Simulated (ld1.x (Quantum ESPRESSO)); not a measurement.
**C, ultrasoft: configuration errors across variants**

* Element: C (Z = 6)
* Generator: ld1.x (Quantum ESPRESSO) 7.5
* Type: ultrasoft
* Functional: BP86
* Relativity: non-relativistic
* Frozen core: [He]
* Valence charge: 4
* Reference configuration: 2s2 2p2
* Partial waves: 2s (bound): rcut 1.05, rcutus 1.25 bohr; 2s channel at -0.55 Ry: rcut 1.05, rcutus 1.25 bohr; 2p (bound): rcut 2.45, rcutus 3.20 bohr; 2p channel at -0.05 Ry: rcut 2.45, rcutus 3.20 bohr
* Local potential: all-electron potential smoothed inside 1.30 bohr (lloc = -1)
* Core correction: Bessel-smoothed model core inside 1.10 bohr
* Augmentation charge: PSQ, inside the norm-conserving radii

All-electron excitation energies from the reference (eV): (1) 2s2 2p1 10.947; (2) 2s2 2p0 35.147; (3) 2s1 2p0 83.401; (4) 2s2 2p2.3 -1.189; (5) 2s2 2p1.5 4.009; (6) 2s1 2p3 8.471; (7) 2s1 2p2 19.713.

The overlap operator is not positive definite (basis up to 400 Ry) in “base”, “wave 2s channel at -0.55 Ry: rcut 1.05, rcutus 1.25 bohr becomes 2s channel at 2.27 Ry: rcut 1.05, rcutus 1.25 bohr”, “waves 2s (bound): rcut 1.05, rcutus 1.64 bohr; 2s channel at -0.55 Ry: rcut 1.05, rcutus 1.64 bohr”, “waves 2p (bound): rcut 2.45, rcutus 4.00 bohr; 2p channel at -0.05 Ry: rcut 2.45, rcutus 4.00 bohr”. Such files are unfit for use, however small their errors in these radial tests.

Tests that are not counted but printed errors over 1 eV. “waves 2p (bound): rcut 2.45, rcutus 4.00 bohr; 2p channel at -0.05 Ry: rcut 2.45, rcutus 4.00 bohr”: 2s2 2p2.3 (solver errors, printed error -114 eV); 2s1 2p2 (solver errors, printed error -59.0 eV); 2 more.

4 further variants failed, have other tests or another functional or relativity, and are left out.

Errors AE − PS in meV (a dash: test not solved or not reliable):

| change | (1) | (2) | (3) | (4) | (5) | (6) | (7) | bound ghosts |
| --- | --- | --- | --- | --- | --- | --- | --- | --- |
| base | +38 | +240 | +457 | +3.2 | +9.4 | -0.3 | -5.9 | not determined (overlap not positive) |
| wave 2s channel at -0.55 Ry: rcut 1.05, rcutus 1.25 bohr becomes 2s channel at 2.27 Ry: rcut 1.05, rcutus 1.25 bohr | +38 | +240 | +457 | +3.2 | +9.4 | -0.3 | -5.9 | not determined (overlap not positive) |
| waves 2s (bound): rcut 1.05, rcutus 1.64 bohr; 2s channel at -0.55 Ry: rcut 1.05, rcutus 1.64 bohr | +38 | +243 | +473 | +3.2 | +9.5 | +1.0 | -3.3 | not determined (overlap not positive) |
| waves 2p (bound): rcut 2.45, rcutus 4.00 bohr; 2p channel at -0.05 Ry: rcut 2.45, rcutus 4.00 bohr | – | +242 | +462 | – | – | +5.3 | – | not determined (overlap not positive) |

Give the same row for: all radii but the core radius scaled by about 0.96 (s 1.20, p 3.08 bohr, rcut 1.02/2.36); local potential all-electron potential smoothed inside 1.26 bohr (lloc = -1).

+32, +200, +382, +2.4, +7.6, +1.2, -3.1; bound ghosts: none.
